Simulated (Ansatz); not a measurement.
The same path of F₂H₂O₂Si (7 atoms, charge 0, multiplicity 1) was run 3 times with different band settings. The coordinate that changes most is the dihedral H6–O1–Si2–O3.

All numbers below come from RKS PBE-D4/6-31G* in Ansatz 0.2.0.

Relaxed end points:

```xyz
7
Properties=species:S:1:pos:R:3
O -1.154 0.419 0.918
Si -0.011 -0.017 -0.177
O 1.359 -0.358 0.663
F -0.438 -1.303 -1.050
F 0.191 1.173 -1.245
H -1.804 1.066 0.587
H 1.918 -1.047 0.259
```

```xyz
7
Properties=species:S:1:pos:R:3
O -1.394 0.647 0.407
Si -0.102 -0.004 -0.368
O 1.047 -0.340 0.768
F -0.530 -1.322 -1.181
F 0.445 1.011 -1.487
H -1.279 0.677 1.376
H 1.875 -0.737 0.438
```

Common settings: climbing image yes; optimiser quadratic models (default); start path through a guess of the saddle point; force threshold 0.05 eV/Å; iteration limit 60; end points relaxed.

| run | movable images | spring |
| --- | --- | --- |
| 1 | 5 | 5.0 eV/Å² |
| 2 | 2 | 5.0 eV/Å² |
| 3 | 5 | 2.0 to 10.0 eV/Å², energy-weighted |

Problem. What does each run give, and how far can it be trusted?

Solution. Run 1: converged after 9 iterations, highest image 0.018 eV above the first end. Beside the main top the profile has a ripple of under 15 meV (maxima at images 1, 3), which may be a very shallow well or noise. A vibrational analysis at the climbing image gives one clearly imaginary mode, 156i cm⁻¹: a first-order saddle point.
Run 2: converged after 15 iterations, highest image 0.018 eV above the first end. The dihedral H6–O1–Si2–O3 jumps by 92° between images 2 and 3, so the path isn't resolved there. Another band between the same ends (5 images) ends at a top of the same energy, where a vibrational analysis finds 1 clearly imaginary mode. So few images can step over the top or miss a turn of the path.
Run 3: converged after 12 iterations, highest image 0.018 eV above the first end. Beside the main top the profile has a ripple of under 15 meV (maxima at images 1, 4), which may be a very shallow well or noise. Another band between the same ends (5 images) ends at a top of the same energy, where a vibrational analysis finds 1 clearly imaginary mode.
